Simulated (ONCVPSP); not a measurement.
## What one change does to a pseudopotential (vanadium, ONCV)

V, optimised norm-conserving Vanderbilt (ONCV), made with ONCVPSP 4.0.1 (PW91, scalar-relativistic). Core [Ar], reference 3d3 4s1 4p1. Waves: 4s: rc 3.00 bohr, ncon 3, nbas 7, qcut 1.7 1/bohr, 1 projector; 4p: rc 3.00 bohr, ncon 4, nbas 7, qcut 2.2 1/bohr, 2 projectors, debl 0.3 Ha; 3d: rc 1.70 bohr, ncon 3, nbas 7, qcut 8.6 1/bohr, 1 projector. Local part: polynomial inside 1.70 bohr (lpopt 5, dvloc0 1 Ha). Core correction: Teter function, fcfact 2.5, rcfact 1.4.

Change: d: qcut 12.7.

Cutoffs: the cutoffs (Ha) at which the residual kinetic energy of the hardest occupied pseudo-wave falls to 1 and 0.1 mHa per electron; they do not see the model core or the augmentation charge, which bear on the density cutoff. Errors are all-electron minus pseudo energies relative to the spin-unpolarised reference configuration.

**Question.** What does the change do?

**Answer.** The potential gets harder (29 Ha and 33 Ha → 41 Ha and 48 Ha); both files keep a bound ghost (s); the errors of the 3 common tests hardly move. The waves are optimised to have the least kinetic energy above qcut, so the cutoff follows it (qcut²/2 in Ha).

| quantity | base | changed |
| --- | --- | --- |
| cutoff, loose | 29 Ha | 41 Ha |
| cutoff, tight | 33 Ha | 48 Ha |
| loose cutoff by channel | s 5.3 Ha, p 1.1 Ha, d 29 Ha | s 5.3 Ha, p 1.1 Ha, d 41 Ha |
| bound ghosts | s | s |
| GHOST(+) flags under 300 eV | none | none |
| tests with a reliable result | 3 of 4 | 3 of 4 |
| error for 3d3 4s2 4p0, meV [ΔE -3.36 eV] | -3.4 | -3.7 |
| error for 3d3 4s1 4p0, meV [ΔE 4.42 eV] | +4.8 | +4.4 |
| error for 3d3 4s0 4p0, meV [ΔE 18.75 eV] | -30 | -34 |
| s: phases at 3.05 bohr within 0.05 rad from the reference energy up to (Ha; the scan ends near 5) | -0.1 | -0.1 |
| p: phases at 3.05 bohr within 0.05 rad from the reference energy up to (Ha; the scan ends near 5) | n/a | n/a |
| d: phases at 1.73 bohr within 0.05 rad from the reference energy up to (Ha; the scan ends near 5) | 0.8 | 1.0 |
| rms error of d²Exc/dni dnj with the model core, mHa | 9.35 | 9.56 |

 A true bound ghost makes a file unfit for plane-wave use even where its test errors are small: the radial tests pick states by their node count and pass the ghost by.
